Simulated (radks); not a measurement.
Zn XXVI, configuration [He] 2s2 2p1 (the NIST ground configuration).

All-electron calculation, non-relativistic Kohn-Sham, TPSS, spin-polarised, spherical densities, point nucleus; open shells are filled with parallel spins first; meta-GGA in the generalised Kohn-Sham scheme. Program: a radial shooting solver on a logarithmic mesh with Libxc functionals.

Energy parts (hartree):
part                       energy
total                 -1169.35959
kinetic                1169.21286
electron-nucleus      -2404.97745
Hartree                  94.26414
exchange-correlation    -27.85914

Orbitals (lengths in bohr, moments of r in powers of bohr; r(max) is where P^2 peaks):
1s up: occ. 1; eigenvalue (hartree) -407.0702; r(max) 0.03366
1s down: occ. 1; eigenvalue (hartree) -406.7502; r(max) 0.03365
2s up: occ. 1; eigenvalue (hartree) -91.11456; r(max) 0.1833
2s down: occ. 1; eigenvalue (hartree) -90.56734; r(max) 0.1838
2p up: occ. 1; eigenvalue (hartree) -88.28764; r(max) 0.1437
2p down: occ. 0; eigenvalue (hartree) -87.54971; r(max) 0.1442
3s up: occ. 0; eigenvalue (hartree) -38.31485; r(max) 0.4741
3s down: occ. 0; eigenvalue (hartree) -38.16613; r(max) 0.4755
3p up: occ. 0; eigenvalue (hartree) -37.39699; r(max) 0.4452
3p down: occ. 0; eigenvalue (hartree) -37.21876; r(max) 0.4470

The highest occupied level is 2p up at -2402.4 eV. The spin density at the nucleus is 1.08 e/bohr^3 (1s -9.85, 2s 10.93), a Fermi contact field of 56.9 T. The density falls to 0.001 e/bohr^3 at r = 0.68 bohr.
